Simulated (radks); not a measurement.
Results of a calculation; reference values are marked as such.
Excited configurations of Ga I: one electron is placed in a higher orbital outside [Ar] 3d10 4s2. The ground configuration is [Ar] 3d10 4s2 4p1. Level of theory: scalar-relativistic Kohn-Sham, BLYP, spin-polarised, spherical densities, point nucleus; open shells are filled with parallel spins first (a radial shooting solver on a logarithmic mesh with Libxc functionals). Excitation = E - E(ground); binding = E(ion) - E, where the ion is the core of charge +1; n* = 1/sqrt(2 binding) in atomic units, and the quantum defect is n - n*.

outer orbital  excitation (eV)  binding (eV)  quantum defect  <r> (bohr)
5s                       2.847         2.947           2.851       7.141
5p                       3.751         2.042           2.419       9.438
7d                       5.223         0.570           2.114       38.65

The Delta-SCF ionisation energy is 5.793 eV (NIST Atomic Spectra Database: 5.999 eV, measured). Self-interaction in the functional shifts the binding energies and quantum defects, so they are the method's values and not measured ones. Open shells are spherical and high-spin; term and fine-structure splittings are not resolved.
